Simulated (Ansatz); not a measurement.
`O[SiH2]O[SiH](O)O` + H–F → `O[SiH](O)O[SiH2]F` + H₂O  (ligand exchange at the Si–O bond)

Program: Ansatz. Geometries: PBE0-D4/def2-TZVP. ΔE: electronic, gas phase. CBS: MP2 limit from def2 TZ/QZ plus the TZ coupled-cluster correction, frozen cores. This one scheme is used for every species. DFT in def2-TZVPP. B3LYP here is the variant with VWN-RPA as its local correlation; programs differ in this. Each species was taken in one conformer, which may not be the lowest.

`O[SiH2]O[SiH](O)O`:

Cartesian coordinates in Å:
```
O 1.553 -0.826 -0.940
Si 1.333 -0.738 0.700
O -0.117 -0.052 0.925
Si -1.421 0.445 0.059
O -0.972 0.583 -1.505
O -1.988 1.869 0.602
H 2.063 -1.556 -1.293
H 1.371 -2.108 1.272
H 2.374 0.116 1.316
H -2.513 -0.519 0.268
H -0.157 0.122 -1.738
H -1.525 2.665 0.334
```

H–F:

```xyz
2

F     0.054    0.337    0.308
H    -0.054   -0.337   -0.308
```

`O[SiH](O)O[SiH2]F`:

Cartesian coordinates in Å:
```
O 1.814 1.038 -1.250
Si 1.123 0.316 0.036
O 1.353 -1.306 0.070
O -0.492 0.491 0.001
Si -1.946 -0.101 0.399
F -2.919 1.133 0.652
H 1.484 0.832 -2.126
H 1.708 0.984 1.210
H 2.254 -1.631 0.083
H -2.505 -0.876 -0.729
H -1.876 -0.879 1.654
```

H₂O:

```xyz
3

O     0.020   -0.169   -0.350
H     0.572   -0.344    0.415
H    -0.592    0.513   -0.066
```

```
             level  ΔE (kJ/mol)  difference from CCSD(T)/CBS
            PBE-D4        -36.4                          3.2
         r2SCAN-D4        -39.9                         -0.3
           PBE0-D4        -36.5                          3.1
          B3LYP-D4        -40.1                         -0.5
           ωB97X-V        -39.7                         -0.1
           ωB97M-V        -38.8                          0.8
            B2PLYP        -42.7                         -3.1
               PBE        -39.9                         -0.3
            r2SCAN        -40.8                         -1.2
              PBE0        -39.5                          0.1
             B3LYP        -45.7                         -6.1
     HF/def2-TZVPP        -52.1                        -12.5
    MP2/def2-TZVPP        -37.1                          2.5
SCS-MP2/def2-TZVPP        -41.0                         -1.4
   CCSD/def2-TZVPP        -40.7                         -1.1
CCSD(T)/def2-TZVPP        -38.4                          1.2
     HF/def2-QZVPP        -54.1                        -14.5
    MP2/def2-QZVPP        -38.5                          1.1
SCS-MP2/def2-QZVPP        -42.4                         -2.8
      HF/CBS(def2)        -54.4                        -14.8
     MP2/CBS(def2)        -38.3                          1.3
    CCSD/CBS(def2)        -41.9                         -2.3
       CCSD(T)/CBS        -39.6                            0
```

Largest T1 diagnostic among the species: 0.012.

In def2-TZVPP, CCSD(T) changes the Hartree–Fock value by +13.7 kJ/mol (the triples alone add +2.3 kJ/mol) and MP2 by +15.0 kJ/mol. The D4 term adds +5.6 kJ/mol with B3LYP and +2.9 kJ/mol with PBE0; it sums over pairs of atoms, weighted by their polarisabilities, and B3LYP, whose exchange is more repulsive, gets the larger term.
